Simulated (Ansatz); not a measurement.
Geometry optimisation, Ansatz, RKS PBE0-D4/STO-3G.

input.yaml

```yaml
crystal:
  periodic: [false, false, false]
  atoms:
    - { symbol: C, position_ang: [0.8649, -2.1995, 0.036] }
    - { symbol: C, position_ang: [1.0975, -0.9203, -0.4045] }
    - { symbol: C, position_ang: [0.1007, 0.1673, -0.5589] }
    - { symbol: C, position_ang: [0.2599, 0.891, -1.6937] }
    - { symbol: S, position_ang: [-0.8687, 2.2084, -2.0474] }
    - { symbol: "N", position_ang: [-0.7815, 0.456, 0.4652] }
    - { symbol: Si, position_ang: [-0.7919, 0.2602, 2.1431] }
    - { symbol: H, position_ang: [-0.1518, -2.4259, 0.3031] }
    - { symbol: H, position_ang: [1.5933, -2.8965, 0.1233] }
    - { symbol: H, position_ang: [2.1218, -0.6987, -0.6983] }
    - { symbol: H, position_ang: [0.9011, 0.6313, -2.4382] }
    - { symbol: H, position_ang: [-0.4027, 2.5189, -3.2421] }
    - { symbol: H, position_ang: [-1.3956, 1.2708, 0.1834] }
    - { symbol: H, position_ang: [-0.6999, -1.1568, 2.5285] }
    - { symbol: H, position_ang: [0.2565, 1.0726, 2.7311] }
    - { symbol: H, position_ang: [-2.1265, 0.7984, 2.6139] }
basis:
  gaussian: { orbitals: STO-3G }
hamiltonian:
  xc: pbe0
  dispersion: d4
relax:
  f_tol: 0.015
  max_steps: 40
output:
  orbitals: {}
```

Command:

```bash
$ ansatz run input.yaml --threads 1 --pin off --max-ram 2048MiB --backend cpu --events-out ev --progress --plain --runs-dir out
```

Question: Where does it end, and by what steps?

Answer: The forces met the threshold. Limits of this set-up: minimal basis. After 27 steps the energy has fallen by 0.888 eV; H15 moved furthest, 0.81 Å.

| step | energy less start (eV) | largest force component (eV/Å) | accepted |
| --- | --- | --- | --- |
| 0 | 0.0000 | 5.850 | yes |
| 1 | -0.7189 | 1.020 | yes |
| 2 | -0.7660 | 0.894 | yes |
| 3 | -0.8179 | 0.271 | yes |
| 4 | -0.8431 | 0.233 | yes |
| 5 | -0.8609 | 0.204 | yes |
| 6 | -0.8509 | 0.474 | no |
| 7 | -0.8751 | 0.044 | yes |
| 8 | -0.8782 | 0.056 | yes |
| 9 | -0.8794 | 0.050 | yes |
| 10 | -0.8799 | 0.037 | yes |
| 11 | -0.8804 | 0.056 | yes |
| 12 | -0.8808 | 0.039 | yes |
| 13 | -0.8813 | 0.026 | yes |
| 14 | -0.8813 | 0.146 | yes |
| 15 | -0.8824 | 0.068 | yes |
| 16 | -0.8837 | 0.047 | yes |
| 17 | -0.8826 | 0.230 | no |
| 18 | -0.8462 | 0.572 | no |
| 19 | -0.8847 | 0.053 | yes |
| 20 | -0.8859 | 0.068 | yes |
| 21 | -0.8863 | 0.103 | yes |
| 22 | -0.8869 | 0.078 | yes |
| 23 | -0.8876 | 0.022 | yes |
| 24 | -0.8879 | 0.025 | yes |
| 25 | -0.8880 | 0.036 | yes |
| 26 | -0.8881 | 0.017 | yes |
| 27 | -0.8881 | 0.014 | yes |

```xyz
16
Properties=species:S:1:pos:R:3
C 0.937 -2.044 0.276
C 1.111 -0.937 -0.455
C 0.125 0.165 -0.616
C 0.269 1.044 -1.643
S -0.824 2.412 -1.878
N -0.991 0.217 0.272
Si -0.834 0.153 2.029
H 0.015 -2.237 0.827
H 1.710 -2.814 0.336
H 2.042 -0.803 -1.018
H 1.085 0.914 -2.355
H -0.573 2.536 -3.204
H -1.663 0.932 -0.074
H -1.286 -1.120 2.543
H 0.535 0.366 2.438
H -1.682 1.191 2.568
```

Whether the end is a true minimum wasn't checked by a vibrational analysis.

Time of the run: 2.7 min on 1 thread of Arm Neoverse V1 (shared host), peak memory 0.16 GiB.
